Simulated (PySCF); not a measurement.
Isomers of C5H7NOS.

All values: PBE0/def2-SVPD (PySCF) at GFN2-xTB geometries, gas phase, one conformer each. Core orbitals are frozen in the response; Δα² is half the sum of the squared differences of the principal polarisabilities.

**Question.** Rank by mean static polarisability, lowest first.
A. `[CH3:1][O:2][CH2:3][c:4]1[cH:5][s:6][cH:7][n:8]1` with C1–O2–C3–C4 -69°, O2–C3–C4–C5 -60°
B. `O=[S@@]1CC[C@@]12C=NC2`
C. `[CH3:1][S:2]/[CH:3]=[CH:4]/[O:5][CH2:6][C:7]#[N:8]` with C1–S2–C3–C4 -150°, C3–C4–O5–C6 0°, C4–O5–C6–C7 176°

**Answer.** B (12.34 Å³), A (12.72 Å³), C (13.82 Å³).

**Question.** Rank by HOMO energy, lowest first.
A. `[CH3:1][O:2][CH2:3][c:4]1[cH:5][s:6][cH:7][n:8]1` with C1–O2–C3–C4 -69°, O2–C3–C4–C5 -60°
B. `O=[S@@]1CC[C@@]12C=NC2`
C. `[CH3:1][CH2:2][O:3][c:4]1[cH:5][n:6][cH:7][s:8]1` with C1–C2–O3–C4 -75°, C2–O3–C4–C5 171°
D. `[CH3:1][S:2]/[CH:3]=[CH:4]/[O:5][CH2:6][C:7]#[N:8]` with C1–S2–C3–C4 -150°, C3–C4–O5–C6 0°, C4–O5–C6–C7 176°

**Answer.** A (-7.27 eV), B (-6.93 eV), C (-6.45 eV), D (-6.24 eV).

**Question.** Rank by HOMO–LUMO gap, highest first.
A. `[CH3:1][O:2][CH2:3][c:4]1[cH:5][s:6][cH:7][n:8]1` with C1–O2–C3–C4 -69°, O2–C3–C4–C5 -60°
B. `O=[S@@]1CC[C@@]12C=NC2`
C. `[CH3:1][S:2]/[CH:3]=[CH:4]/[O:5][CH2:6][C:7]#[N:8]` with C1–S2–C3–C4 -150°, C3–C4–O5–C6 0°, C4–O5–C6–C7 176°

**Answer.** A (6.24 eV), C (6.03 eV), B (5.86 eV).

All values together:

```csv
SMILES,μ (D),HOMO (eV),LUMO (eV),α (Å³),Δα (Å³)
O=[S@@]1CC[C@@]12C=NC2,4.60,-6.93,-1.08,12.34,2.47
CS/C=C/OCC#N,4.40,-6.24,-0.21,13.82,9.75
CCOc1cncs1,3.22,-6.45,-0.53,12.83,6.07
COCc1cscn1,1.18,-7.27,-1.03,12.72,4.87
```

Conformers: `[CH3:1][S:2]/[CH:3]=[CH:4]/[O:5][CH2:6][C:7]#[N:8]` with C1–S2–C3–C4 -150°, C3–C4–O5–C6 0°, C4–O5–C6–C7 176°; `[CH3:1][CH2:2][O:3][c:4]1[cH:5][n:6][cH:7][s:8]1` with C1–C2–O3–C4 -75°, C2–O3–C4–C5 171°; `[CH3:1][O:2][CH2:3][c:4]1[cH:5][s:6][cH:7][n:8]1` with C1–O2–C3–C4 -69°, O2–C3–C4–C5 -60°.
